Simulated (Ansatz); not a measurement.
`CC(F)=[Se]` + `COB(O)Br` → `COB(Br)OC` + `FC=[Se]`  (substitution at a C–C bond)

Program: Ansatz. Geometries: PBE0-D4/def2-TZVP. ΔE: electronic, gas phase. CCSD(T)/CBS is the MP2 limit (def2-TZVPP, def2-QZVPP) plus CCSD(T) − MP2 in def2-TZVPP, frozen cores. Functionals use def2-TZVPP. HSE06 is defined as in plane-wave codes. For Br, Se outer-core shells are correlated without core-valence functions, which leaves a few kJ/mol of doubt a bond. Scalar relativity is left out up to krypton. Each species was taken in one conformer, which may not be the lowest.

`CC(F)=[Se]`:

```xyz
7

C    -0.203   -0.339    0.575
C     0.230    0.393   -0.635
F     0.540    1.651   -0.337
Se    0.360   -0.193   -2.279
H    -0.459   -1.368    0.339
H     0.599   -0.314    1.320
H    -1.066    0.170    1.017
```

`COB(O)Br`:

Z-matrix (Å, degrees):
```
C
O 1 1.413
H 1 1.089 2 107.1
H 1 1.092 2 111.0 3 -119.4
H 1 1.092 2 111.0 3 119.4
B 2 1.338 1 124.8 3 179.6
Br 6 1.958 2 121.6 1 -0.0
O 6 1.350 2 119.0 1 180.0
H 8 0.959 6 113.3 2 180.0
```

`COB(Br)OC`:

Z-matrix (Å, degrees):
```
C
O 1 1.419
H 1 1.092 2 111.0
H 1 1.092 2 110.9 3 121.0
H 1 1.089 2 107.2 3 -119.5
B 2 1.344 1 120.1 3 -60.2
O 6 1.347 2 121.4 1 0.0
Br 6 1.940 2 116.7 1 -180.0
C 7 1.414 6 124.4 2 180.0
H 9 1.092 7 111.0 6 60.2
H 9 1.090 7 107.2 6 179.7
H 9 1.092 7 110.9 6 -60.9
```

`FC=[Se]`:

Z-matrix (Å, degrees):
```
C
F 1 1.319
Se 1 1.735 2 124.2
H 1 1.089 2 110.3 3 -180.0
```

Is it downhill or uphill in electronic energy at CCSD(T)/CBS, and by how much? (Best estimate.)

The calculation gave: Uphill: ΔE = +84.3 kJ/mol.

What do these levels give: revPBE-D4, r2SCAN-D4, r2SCANh-D4, HSE06-D4, BHLYP-D4, ωB97X-V, B2PLYP, BLYP, LC-ωPBE, CCSD(T)/def2-SVP, MP2/def2-TZVPP, SCS-MP2/def2-QZVPP? (An estimate is asked.)

Computed: revPBE-D4 84.2, r2SCAN-D4 89.6, r2SCANh-D4 90.1, HSE06-D4 88.4, BHLYP-D4 81.5, ωB97X-V 82.2, B2PLYP 82.1, BLYP 77.1, LC-ωPBE 87.5, CCSD(T)/def2-SVP 73.9, MP2/def2-TZVPP 88.1, SCS-MP2/def2-QZVPP 83.0 kJ/mol.

Largest T1 diagnostic among the species: 0.016.

At CCSD(T), def2-SVP lies −10.4 kJ/mol from the extrapolated value and def2-TZVPP −3.6 kJ/mol. From BLYP to BHLYP (50 % exact exchange), in def2-TZVPP and without D4, ΔE moves by +4.2 kJ/mol.
